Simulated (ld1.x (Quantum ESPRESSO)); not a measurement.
## Debugging a pseudopotential input (aluminium, ld1.x (Quantum ESPRESSO) 7.5)

Command:

```bash
ld1.x < Al.in > Al.out
```

Input:

```
&input
   title='Al', zed=13., rel=1, dft='PBE', iswitch=3,
   config='[Ne] 3s1.5 3p1.5',
   nld=2, rlderiv=2.15, eminld=-3.0, emaxld=5.0, deld=0.02
 /
 &inputp
   pseudotype=1, tm=.true., lloc=0,
   nlcc=.false.,
   file_pseudopw='Al.UPF', file_wfcaegen='ae.wfc', file_wfcncgen='nc.wfc', file_beta='beta', file_chi='chi'
 /
2
3P  2  1   1.50   0.00  1.95  1.95  0.0
3S  1  0   1.50   0.00  1.90  1.90  0.0
 &test
   configts(1)='3s1.5 3p1.5'
 /
```

This is an input that runs to its end, with one change: pseudotype changed from 2 to 1.

How does the run end?

The program runs through. The occupied levels of the test differ from the all-electron ones by at most 0.00000 Ry (unchanged input: 0.00000 Ry).

```

     eps = 6.7E-15  iter = 21

     Etot =    -485.183320 Ry,    -242.591660 Ha,   -6601.255363 eV
     Etotps =    -3.689281 Ry,      -1.844641 Ha,     -50.195230 eV

     Ekin =       1.312599 Ry,       0.656300 Ha,      17.858821 eV
     Encl =      -6.630272 Ry,      -3.315136 Ha,     -90.209441 eV
     Ehrt =       2.788642 Ry,       1.394321 Ha,      37.941404 eV
     Ecxc =      -1.160251 Ry,      -0.580125 Ha,     -15.786015 eV

     ---------------------- End of pseudopotential test ----------------------
```
